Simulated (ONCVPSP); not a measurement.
## Which change was made? (Mn, ONCV)

```json
{
 "Element": "manganese",
 "Generator": "ONCVPSP 4.0.1",
 "Type": "optimised norm-conserving Vanderbilt (ONCV)",
 "Functional": "PBE",
 "Relativity": "scalar-relativistic",
 "Frozen core": "[Ne] 3s2",
 "Valence charge": "13",
 "Reference configuration": "3p6 3d5 4s2",
 "Partial waves": "4s: rc 2.40 bohr, ncon 4, nbas 7, qcut 3.2 1/bohr, 2 projectors, debl 2.5 Ha; 3p: rc 0.90 bohr, ncon 4, nbas 7, qcut 7.3 1/bohr, 3 projectors, debl 1.3 Ha; 3d: rc 1.45 bohr, ncon 3, nbas 8, qcut 9.5 1/bohr, 2 projectors, debl 3.9 Ha",
 "Local potential": "polynomial inside 0.90 bohr (lpopt 3, dvloc0 2 Ha)",
 "Core correction": "none"
}
```

In the p channel the program set the typed energies aside and used -2.006, 0.250, 1.550 Ha.

Cutoffs, loose and tight: the cutoffs (Ha) at which the residual kinetic energy of the hardest occupied pseudo-wave falls to 1 and 0.1 mHa per electron. They do not see the model core or the augmentation charge, which bear on the density cutoff. Test errors are all-electron minus pseudo excitation energies from the reference, over the configurations 3p6 3d5 4s1; 3p6 3d5 4s0; 3p6 3d4 4s0; 3p6 3d5.5 4s1.5; variants that change the core or the reference have their own tests.

The base gives: outcome: generated, projector energies reset by the program; cutoff, loose: 46 Ha; cutoff, tight: 162 Ha; bound ghosts: s, p; GHOST(+) flags above zero: none; largest test error (meV): +159.

(1) After one change the result is: outcome: generated, projector energies reset by the program; cutoff, loose: 89 Ha; cutoff, tight: 180 Ha; bound ghosts: s, p; GHOST(+) flags above zero: none; largest test error (meV): +127. Which change was it?
A. s: qcut 2.7; p: qcut 6.2; d: qcut 8.1
B. s: qcut 2; p: qcut 4.6; d: qcut 6
C. s: qcut 2.5; p: qcut 5.6; d: qcut 7.3

Answers

(1) C. The others give: s: qcut 2.7; p: qcut 6.2; d: qcut 8.1 → outcome: generated, projector energies reset by the program; cutoff, loose: 47 Ha; cutoff, tight: 122 Ha; bound ghosts: s; GHOST(+) flags above zero: p; largest test error (meV): +140 | s: qcut 2; p: qcut 4.6; d: qcut 6 → outcome: generated, projector energies reset by the program; bound ghosts: s, p; GHOST(+) flags above zero: none; largest test error (meV): +87.
